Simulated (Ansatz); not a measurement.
Reaction: CH5OSi (SMILES C[SiH]O, doublet) → CH5OSi (SMILES CO[SiH2], doublet)
Each species at its own B3LYP-D3(BJ)/def2-TZVP minimum (Ansatz, a program for electronic structure), one conformer.

Total energies in hartree (Ansatz). UHF or UKS for unpaired electrons; spin-orbit terms are left out. Correlated methods leave the cores frozen. No relativity.

```csv
species,HF/cc-pV(T+d)Z,CCSD(T)/cc-pV(T+d)Z,HF/cc-pV(Q+d)Z,CCSD(T)/cc-pV(Q+d)Z,CCSD(T)/cc-pV(D+d)Z,CCSDT(Q)/cc-pV(D+d)Z
"1: CH5OSi (SMILES C[SiH]O, doublet)",-404.64980,-405.22622,-404.66300,-405.27516,-405.05536,-405.05727
"2: CH5OSi (SMILES CO[SiH2], doublet)",-404.61863,-405.19033,-404.63171,-405.23825,-405.02517,-405.02701
```

Work out the isomerisation energy (electronic) in kJ/mol: take Hartree-Fock from cc-pV(Q+d)Z, extrapolate the CCSD(T) correlation energy as X^-3 (X = 3, 4), and add CCSDT(Q) - CCSD(T) in cc-pV(D+d)Z. 1 hartree = 2625.5 kJ/mol.


Species 1: correlation (64·(-0.61216) - 27·(-0.57642))/37 = -0.63824; step -0.00191; E1 = -404.66300 + (-0.63824) + (-0.00191) = -405.30315
Species 2: correlation (64·(-0.60654) - 27·(-0.57170))/37 = -0.63196; step -0.00184; E2 = -404.63171 + (-0.63196) + (-0.00184) = -405.26551
-1·E1 +1·E2 = 0.03764 hartree = 98.8 kJ/mol.
